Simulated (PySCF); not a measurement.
Isomers of C7H14OSi.

All values: PBE0/pcSseg-1 (PySCF) at GFN2-xTB geometries, gas phase, one conformer each.

(1) Rank by the highest Hirshfeld charge on any atom, lowest value first.
A. `[CH2:1]=[CH:2][C:3](=[CH2:4])[O:5][Si:6]([CH3:7])([CH3:8])[CH3:9]` with C1–C2–C3–C4 180°, C2–C3–O5–Si6 110°
B. `[CH2:1]=[CH:2][CH2:3]/[C:4](=[CH:5]/[CH2:6][CH3:7])[O:8][SiH3:9]` with C1–C2–C3–C4 118°, C2–C3–C4–C5 99°, C4–C5–C6–C7 108°, C3–C4–O8–Si9 22°
C. `[CH2:1]=[CH:2][C@@:3]1([O:4][CH2:5][CH3:6])[SiH2:7][C@@H:8]1[CH3:9]` with C1–C2–C3–O4 176°, C2–C3–O4–C5 71°, C3–O4–C5–C6 169°
D. `[CH3:1][C:2]#[C:3][CH2:4][SiH2:5][O:6][CH2:7][CH2:8][CH3:9]` with C3–C4–Si5–O6 180°, C4–Si5–O6–C7 180°, Si5–O6–C7–C8 180°, O6–C7–C8–C9 180°
E. `[CH2:1]=[C:2]([CH3:3])[C@@H:4]1[SiH2:5][C@@H:6]1[O:7][CH2:8][CH3:9]` with C1–C2–C4–Si5 -154°, Si5–C6–O7–C8 -155°, C6–O7–C8–C9 176°
F. `[CH:1]#[C:2][C@:3]([CH3:4])([CH2:5][OH:6])[CH2:7][SiH2:8][CH3:9]` with C2–C3–C5–O6 180°, C3–C5–O6–H -66°, C2–C3–C7–Si8 168°, C3–C7–Si8–C9 -91°

(2) Rank by HOMO–LUMO gap, highest first.
A. `[CH3:1][CH2:2][C:3](=[O:4])/[CH:5]=[CH:6]/[SiH:7]([CH3:8])[CH3:9]` with C1–C2–C3–O4 1°, C2–C3–C5–C6 180°, C5–C6–Si7–C8 -173°
B. `[CH2:1]=[C:2]([CH3:3])[C@@H:4]1[SiH2:5][C@@H:6]1[O:7][CH2:8][CH3:9]` with C1–C2–C4–Si5 -154°, Si5–C6–O7–C8 -155°, C6–O7–C8–C9 176°
C. `[CH2:1]=[C:2]([CH2:3][SiH3:4])[C:5](=[CH2:6])[CH2:7][O:8][CH3:9]` with C1–C2–C3–Si4 83°, C1–C2–C5–C6 -154°, C2–C5–C7–O8 156°, C5–C7–O8–C9 -75°
D. `[CH:1]#[C:2][C@:3]([CH3:4])([CH2:5][OH:6])[CH2:7][SiH2:8][CH3:9]` with C2–C3–C5–O6 180°, C3–C5–O6–H -66°, C2–C3–C7–Si8 168°, C3–C7–Si8–C9 -91°
E. `[CH2:1]=[C:2]([CH3:3])[C@@H:4]1[CH2:5][SiH2:6][C@@H:7]1[O:8][CH3:9]` with C1–C2–C4–C5 -124°, Si6–C7–O8–C9 178°, C2–C4–C5–Si6 -107°, C4–C5–Si6–C7 -11°, C5–Si6–C7–O8 134°, C2–C4–C7–Si6 106°
F. `[CH2:1]=[C:2]1[CH2:3][CH2:4][CH2:5][CH2:6][C@@H:7]1[O:8][SiH3:9]` with C6–C7–O8–Si9 177°, C1–C2–C3–C4 123°, C2–C3–C4–C5 57°, C3–C4–C5–C6 -58°, C4–C5–C6–C7 58°

(3) Rank by HOMO energy, lowest first.
A. `[CH2:1]=[C:2]([CH3:3])[CH2:4][C@@H:5]1[SiH2:6][C@@H:7]1[O:8][CH3:9]` with C1–C2–C4–C5 101°, C2–C4–C5–Si6 -74°, Si6–C7–O8–C9 -163°
B. `[CH2:1]=[C:2]([CH3:3])[C@@H:4]1[SiH2:5][C@@H:6]1[O:7][CH2:8][CH3:9]` with C1–C2–C4–Si5 -154°, Si5–C6–O7–C8 -155°, C6–O7–C8–C9 176°
C. `[CH:1]#[C:2][C@:3]([CH3:4])([CH2:5][OH:6])[CH2:7][SiH2:8][CH3:9]` with C2–C3–C5–O6 180°, C3–C5–O6–H -66°, C2–C3–C7–Si8 168°, C3–C7–Si8–C9 -91°
D. `[CH3:1][CH2:2][C:3](=[O:4])/[CH:5]=[CH:6]/[SiH:7]([CH3:8])[CH3:9]` with C1–C2–C3–O4 1°, C2–C3–C5–C6 180°, C5–C6–Si7–C8 -173°
E. `[CH2:1]=[C:2]1[CH2:3][CH2:4][CH2:5][CH2:6][C@@H:7]1[O:8][SiH3:9]` with C6–C7–O8–Si9 177°, C1–C2–C3–C4 123°, C2–C3–C4–C5 57°, C3–C4–C5–C6 -58°, C4–C5–C6–C7 58°
F. `[CH2:1]=[C:2]([CH2:3][SiH3:4])[C:5](=[CH2:6])[CH2:7][O:8][CH3:9]` with C1–C2–C3–Si4 83°, C1–C2–C5–C6 -154°, C2–C5–C7–O8 156°, C5–C7–O8–C9 -75°

## Answers

(1) C (+0.275 e), E (+0.301 e), F (+0.323 e), B (+0.380 e), D (+0.404 e), A (+0.468 e).

(2) D (8.38 eV), F (7.60 eV), E (6.86 eV), B (6.23 eV), C (5.87 eV), A (5.48 eV).

(3) C (-7.64 eV), E (-7.40 eV), D (-7.25 eV), F (-6.76 eV), A (-6.58 eV), B (-6.27 eV).

All values together:

| SMILES | μ (D) | HOMO (eV) | LUMO (eV) | lowest IAO charge (e) | highest IAO charge (e) | lowest Hirshfeld charge (e) | highest Hirshfeld charge (e) |
| --- | --- | --- | --- | --- | --- | --- | --- |
| C=C(C)[C@@H]1C[SiH2][C@@H]1OC | 0.91 | -6.68 | 0.18 | -0.541 (C) | +0.727 (Si) | -0.163 (C) | +0.342 (Si) |
| C=C(C)C[C@@H]1[SiH2][C@@H]1OC | 1.47 | -6.58 | 0.37 | -0.424 (C) | +0.617 (Si) | -0.136 (O) | +0.290 (Si) |
| C=C1CCCC[C@@H]1O[SiH3] | 0.86 | -7.40 | 0.21 | -0.649 (O) | +0.867 (Si) | -0.210 (O) | +0.370 (Si) |
| C=C(C[SiH3])C(=C)COC | 1.41 | -6.76 | -0.89 | -0.538 (C) | +0.610 (Si) | -0.155 (C) | +0.314 (Si) |
| C=CC/C(=C/CC)O[SiH3] | 0.98 | -6.38 | 0.01 | -0.594 (O) | +0.870 (Si) | -0.186 (O) | +0.380 (Si) |
| C=C[C@@]1(OCC)[SiH2][C@@H]1C | 0.91 | -6.02 | -0.27 | -0.423 (C) | +0.558 (Si) | -0.122 (C) | +0.275 (Si) |
| C=CC(=C)O[Si](C)(C)C | 1.01 | -6.58 | -0.72 | -0.743 (C) | +1.280 (Si) | -0.223 (C) | +0.468 (Si) |
| C=C(C)[C@@H]1[SiH2][C@@H]1OCC | 0.53 | -6.27 | -0.04 | -0.430 (C) | +0.623 (Si) | -0.128 (C) | +0.301 (Si) |
| CCC(=O)/C=C/[SiH](C)C | 2.59 | -7.25 | -1.77 | -0.720 (C) | +0.925 (Si) | -0.223 (O) | +0.384 (Si) |
| CC#CC[SiH2]OCCC | 0.89 | -6.87 | 0.81 | -0.647 (O) | +1.037 (Si) | -0.220 (O) | +0.404 (Si) |
| C#C[C@](C)(CO)C[SiH2]C | 1.67 | -7.64 | 0.74 | -0.713 (C) | +0.758 (Si) | -0.218 (C) | +0.323 (Si) |
| CC#CCC[SiH2]OCC | 0.74 | -7.07 | 0.70 | -0.641 (O) | +1.003 (Si) | -0.222 (O) | +0.394 (Si) |

Conformers: `[CH2:1]=[C:2]([CH3:3])[C@@H:4]1[CH2:5][SiH2:6][C@@H:7]1[O:8][CH3:9]` with C1–C2–C4–C5 -124°, Si6–C7–O8–C9 178°, C2–C4–C5–Si6 -107°, C4–C5–Si6–C7 -11°, C5–Si6–C7–O8 134°, C2–C4–C7–Si6 106°; `[CH2:1]=[C:2]([CH3:3])[CH2:4][C@@H:5]1[SiH2:6][C@@H:7]1[O:8][CH3:9]` with C1–C2–C4–C5 101°, C2–C4–C5–Si6 -74°, Si6–C7–O8–C9 -163°; `[CH2:1]=[C:2]1[CH2:3][CH2:4][CH2:5][CH2:6][C@@H:7]1[O:8][SiH3:9]` with C6–C7–O8–Si9 177°, C1–C2–C3–C4 123°, C2–C3–C4–C5 57°, C3–C4–C5–C6 -58°, C4–C5–C6–C7 58°; `[CH2:1]=[C:2]([CH2:3][SiH3:4])[C:5](=[CH2:6])[CH2:7][O:8][CH3:9]` with C1–C2–C3–Si4 83°, C1–C2–C5–C6 -154°, C2–C5–C7–O8 156°, C5–C7–O8–C9 -75°; `[CH2:1]=[CH:2][CH2:3]/[C:4](=[CH:5]/[CH2:6][CH3:7])[O:8][SiH3:9]` with C1–C2–C3–C4 118°, C2–C3–C4–C5 99°, C4–C5–C6–C7 108°, C3–C4–O8–Si9 22°; `[CH2:1]=[CH:2][C@@:3]1([O:4][CH2:5][CH3:6])[SiH2:7][C@@H:8]1[CH3:9]` with C1–C2–C3–O4 176°, C2–C3–O4–C5 71°, C3–O4–C5–C6 169°; `[CH2:1]=[CH:2][C:3](=[CH2:4])[O:5][Si:6]([CH3:7])([CH3:8])[CH3:9]` with C1–C2–C3–C4 180°, C2–C3–O5–Si6 110°; `[CH2:1]=[C:2]([CH3:3])[C@@H:4]1[SiH2:5][C@@H:6]1[O:7][CH2:8][CH3:9]` with C1–C2–C4–Si5 -154°, Si5–C6–O7–C8 -155°, C6–O7–C8–C9 176°; `[CH3:1][CH2:2][C:3](=[O:4])/[CH:5]=[CH:6]/[SiH:7]([CH3:8])[CH3:9]` with C1–C2–C3–O4 1°, C2–C3–C5–C6 180°, C5–C6–Si7–C8 -173°; `[CH3:1][C:2]#[C:3][CH2:4][SiH2:5][O:6][CH2:7][CH2:8][CH3:9]` with C3–C4–Si5–O6 180°, C4–Si5–O6–C7 180°, Si5–O6–C7–C8 180°, O6–C7–C8–C9 180°; `[CH:1]#[C:2][C@:3]([CH3:4])([CH2:5][OH:6])[CH2:7][SiH2:8][CH3:9]` with C2–C3–C5–O6 180°, C3–C5–O6–H -66°, C2–C3–C7–Si8 168°, C3–C7–Si8–C9 -91°; `[CH3:1][C:2]#[C:3][CH2:4][CH2:5][SiH2:6][O:7][CH2:8][CH3:9]` with C3–C4–C5–Si6 179°, C4–C5–Si6–O7 -178°, C5–Si6–O7–C8 180°, Si6–O7–C8–C9 -73°.
